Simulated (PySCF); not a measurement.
# Assigning NMR signals

Atoms are numbered as in `[CH2:1]=[CH:2][C@:3]1([C:4](=[O:5])[OH:6])[CH2:7][O:8]1` (H(Xn): hydrogen on atom n). Ha(C1) is cis to C3; Ha(C7) is pro-R; Hb(C7) is pro-S; Hb(C1) is trans to C3.

[PySCF 2.14.0 with density-fitted response routines: NMR shieldings at PBE0/pcSseg-1/GIAO; geometry from GFN2-xTB; spin–spin couplings from B3LYP/pcJ-1 (without the spin–dipole term); no relativistic terms; one computed conformer; in vacuum]

δ = σ(ref) − σ, references computed at the same level: TMS for 13C, 1H.

**Question.** Assign these signals to the numbered atoms. 13C{1H} NMR (computed): δ 176.4 (C), 140.5 (CH), 132.9 (CH2), 55.0 (CH2), 51.8 (C).

**Answer.** 
176.4 → C4, carboxylic acid carbon: lone-pair donation from the attached heteroatom keeps it upfield of a ketone carbonyl
140.5 → C2, alkene CH: the olefinic region
132.9 → C1, terminal =CH2 carbon: the olefinic region
55.0 → C7, epoxide ring carbon: the inductive effect lowers its shielding
51.8 → C3, epoxide ring carbon

**Question.** Assign these signals to the numbered atoms. 1H NMR (400 MHz, computed): δ 6.57 (d, J = 19.4 Hz, 1H), 6.09 (br s, 1H), 6.07 (d, J = 13.5 Hz, 1H), 5.82 (dd, J = 19.4, 13.5 Hz, 1H), 3.29 (d, J = 7.7 Hz, 1H), 2.63 (d, J = 7.7 Hz, 1H).

**Answer.** 
| δ (ppm) | atoms | environment | reason |
| --- | --- | --- | --- |
| 6.57 | Ha(C1) | hydrogen on a terminal =CH2 carbon | attached to an sp2 carbon and in the plane of the double bond |
| 6.09 | H(O6) | hydrogen on an acid hydroxyl oxygen | labile proton, position sensitive to the medium |
| 6.07 | Hb(C1) | hydrogen on a terminal =CH2 carbon | olefinic region |
| 5.82 | H(C2) | hydrogen on an alkene CH | a vinylic proton, deshielded by the sp2 carbon and the C=C anisotropy |
| 3.29 | Ha(C7) | hydrogen on an epoxide ring carbon | its carbon carries O, which withdraws density |
| 2.63 | Hb(C7) | hydrogen on an epoxide ring carbon | – |

H(O6) and Hb(C1) lie closer than the usual error of such a calculation, so a measured spectrum could show them in the other order.

Exchangeable OH/NH protons stand at their gas-phase positions; hydrogen bonding in a real sample shifts them, mostly to higher δ. Multiplet labels drop couplings under 1 Hz and merge nearly equal ones. Unscaled 3J(H,H) at this level run about 10 % above measured values. Shifts are as computed. Against solution values, carbons near 30 ppm lie about +3 ppm off and those near 130 ppm about +5 ppm. Of 1211 compounds with measured shifts, 218 miss one by over three times the rms of a fit or turn the order of signals round; such compounds aren't used in these exercises. The C=O carbon of an acid or of an amide with N–H lies up to 10 ppm further downfield in solution, through hydrogen bonding that the calculation lacks.
